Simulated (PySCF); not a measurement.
Ionisation energy of Hg⁶⁷⁺ by level of theory

Hg⁶⁷⁺ [Ne] 3s2 3p1 (2P) → Hg⁶⁸⁺ [Ne] 3s2 (1S), as a difference of total energies. Computed with PySCF 2.14 in an uncontracted even-tempered set (17 s from 20 bohr⁻², ratio 2.5; 12 p from 26 bohr⁻², ratio 2.5; 4 d from 97 bohr⁻², ratio 2.7; 4 f from 150 bohr⁻², ratio 2.7), with the spin-free X2C one-electron Hamiltonian (Gaussian nucleus). Correlated levels: outer shells: 1s2 frozen; virtual orbitals above 40 to 60 times the deepest correlated orbital energy dropped. The calculations carry no spin-orbit coupling.

```json
{"method": "UHF", "ionisation energy (eV)": "7796.3"}
{"method": "MP2 (outer shells)", "ionisation energy (eV)": "7797.1"}
{"method": "SCS-MP2 (outer shells)", "ionisation energy (eV)": "7796.9"}
{"method": "CCSD (outer shells)", "ionisation energy (eV)": "7797.1"}
{"method": "CCSD(T) (outer shells)", "ionisation energy (eV)": "7797.1"}
```

A first-order spin-orbit estimate (lowest level to lowest level, LS coupling) adds 321.8 eV.

Breit and QED terms and the two-electron picture change are absent.

First order in ζ underestimates the shift of j = l − 1/2 levels at high Z.

For comparison: 8160 ± 40 eV (theoretical estimate listed by NIST; NIST Atomic Spectra Database, ionization energies).
